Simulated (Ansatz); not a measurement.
**Correcting a cheap level on molecular compounds of Si**

The vertical ionisation energy (cation less neutral) in eV of 7 molecular compounds of Si: x at r2SCAN-D4/def2-TZVPP, y at CCSD(T)/def2-TZVPP. Shapes, held fixed at every level: PBE0-D4/def2-TZVP. Flexible molecules stand in one conformer, not always the lowest. Programs: Ansatz 0.2.0.

```
                         molecule  x (eV)  y (eV)
         CH5NOSi (SMILES CO[Si]N)    8.58    8.85
C4H10O2Si (SMILES CC(C)(C)O[Si]O)    8.64    9.00
                      Si(NH2)(SH)    8.65    8.85
                      Si(NH2)(OH)    8.96    9.21
                          Si(SH)2    9.00       ?
                        Si(NH2)Cl    9.21    9.43
                          Si(OH)2    9.36    9.64
```

Fit y = c + s·x to the known rows and predict y for Si(SH)2.


1. Means of the 6 rows: x = 8.9000, y = 9.163.
2. Σ(Δx)² = 0.5438, Σ(Δx·Δy) = 0.5258, so the slope is 0.5258/0.5438 = 0.9669.
3. Intercept: 9.163 − (0.9669) × 8.9000 = 0.558. The largest residual of the fit is 0.088.
4. Si(SH)2: 0.558 + 0.9669 × 9.00 = 9.26 eV.

CCSD(T)/def2-TZVPP gives 9.17 eV, so the prediction is off by +0.09 eV, about the largest residual. Uncorrected, r2SCAN-D4/def2-TZVPP misses it by -0.17 eV, and the other rows by 0.26 on average. The line overshoots: the miss goes from -0.17 to +0.09. Left out in turn, the other rows are missed by 0.06 eV on average, so much of the error is systematic among these molecules. Cations run unrestricted.
